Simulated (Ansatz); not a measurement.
The cluster Pb2O⁺. The state is a doublet with charge 1. Geometry PBE0-D4/def2-TZVP, that of the neutral singlet; atoms count from 1.

```xyz
3

Pb    1.049    0.180   -1.152
Pb   -1.414    0.475    0.484
O     0.365   -0.654    0.668
```

In the def2 sets Pb takes a core potential; there is no spin–orbit coupling. The structure comes from a short search, and lower isomers may exist.

**Question.** Estimate the Mulliken populations from the PBE0/def2-TZVP orbitals of Ansatz.

**Answer.** 
```tsv
atom	charge (e)	spin (α − β)
Pb1	0.80	0.48
Pb2	0.80	0.48
O3	-0.61	0.05
```
Mulliken values and Mayer orders depend strongly on the basis.

**Question.** Where does the spin sit?

**Answer.** Summed by element: Pb 0.95, O 0.05, of 1 unpaired in all. Largest on single atoms: Pb1 0.48, Pb2 0.48, O3 0.05.

**Question.** And the Mayer bond orders between bonded heavy atoms (over 0.3)?

**Answer.** Pb1–Pb2 0.60 (2.97 Å); Pb1–O3 1.02 (2.12 Å); Pb2–O3 1.02 (2.12 Å).
